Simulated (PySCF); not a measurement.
disilylmethane (CH8Si2), SMILES [SiH3]C[SiH3]. Heavy atoms are numbered as in [SiH3:1][CH2:2][SiH3:3]. Hydrogens are named by the atom that carries them.

Geometry: B3LYP-D3(BJ)/def2-SVP.

Method: HF/pcSseg-1 in PySCF.

GIAO shieldings, no solvent; atoms alike by connectivity are averaged. δ = σ(ref) − σ: ²⁹Si against TMS (σ = 393.8 ppm); ¹³C against TMS (σ = 192.6 ppm); ¹H against TMS (σ = 31.99 ppm), references at their B3LYP-D3(BJ)/def2-TZVP geometries, non-relativistic.

```
nucleus       atoms  count  δ (ppm)
-------  ----------  -----  -------
²⁹Si     Si1 (SiH3)      2    -58.5
¹³C        C2 (CH2)      1    -14.4
¹H         H on Si1      6     4.02
¹H          H on C2      2    -0.10
```
